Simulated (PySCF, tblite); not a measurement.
Isomers of C5H5ClO2Si. Level: GFN2-xTB in tblite, geometry and Hessian alike; calculated harmonic values, unscaled, isolated species. Errors from tens to a few hundred cm⁻¹ against measured bands are possible. Modes of hydrogen on silicon can be 10 to 20 % off. One conformer each.

Electronic energies: PBE0/pcSseg-1 single points on the GFN2-xTB geometries (PySCF, gas phase).

```
                  SMILES  electronic energy, lowest = 0 (kJ/mol)
O=C1C=C([SiH2]Cl)C(=O)C1                                     0.0
  O=C(Cl)c1ccc([SiH3])o1                                   143.2
O=C1C=C(Cl)C(=O)[SiH2]C1                                   169.0
  O=C(Cl)c1cc([SiH3])co1                                   140.5
```

Q: How do GFN2-xTB zero-point energies change the relative energies?

A: 
```
                  SMILES  ZPE (kJ/mol)  of it from modes above 1550 cm⁻¹  electronic (kJ/mol)  with ZPE, lowest = 0 (kJ/mol)  lowest mode (cm⁻¹)  rings
O=C1C=C([SiH2]Cl)C(=O)C1         221.5                             112.8                  0.0                            0.0                  30      1
  O=C(Cl)c1cc([SiH3])co1         215.8                              89.5                140.5                          134.8                  44      1
  O=C(Cl)c1ccc([SiH3])o1         215.6                              89.9                143.2                          137.3                  28      1
O=C1C=C(Cl)C(=O)[SiH2]C1         219.6                             111.8                169.0                          167.2                  33      1
```

The zero-point energies span 5.9 kJ/mol, from `O=C(Cl)c1ccc([SiH3])o1` to `O=C1C=C([SiH2]Cl)C(=O)C1`. The order is unchanged.

Q: And how do the electronic energies of GFN2-xTB itself compare?

A: `O=C1C=C([SiH2]Cl)C(=O)C1` 0.0; `O=C(Cl)c1cc([SiH3])co1` 53.4; `O=C(Cl)c1ccc([SiH3])o1` 47.0; `O=C1C=C(Cl)C(=O)[SiH2]C1` 175.1 kJ/mol, lowest = 0. Against the energies above, taken from the same isomer `O=C1C=C([SiH2]Cl)C(=O)C1`, the largest difference is 96.2 kJ/mol.

Q: What do entropy and thermal enthalpy add at 298.15 K and 1 bar (rigid rotor, harmonic oscillator, one conformer each)?

A: 
| SMILES | point group | symmetry number | S (J/(mol K)) | H − H(0) (kJ/mol) | ZPE + H − H(0) − TS (kJ/mol) |
| --- | --- | --- | --- | --- | --- |
| O=C1C=C([SiH2]Cl)C(=O)C1 | Cs | 1 | 422.7 | 28.17 | 123.6 |
| O=C(Cl)c1cc([SiH3])co1 | Cs | 1 | 417.0 | 28.00 | 119.4 |
| O=C(Cl)c1ccc([SiH3])o1 | Cs | 1 | 421.9 | 28.19 | 118.0 |
| O=C1C=C(Cl)C(=O)[SiH2]C1 | C1 | 1 | 407.4 | 27.54 | 125.7 |
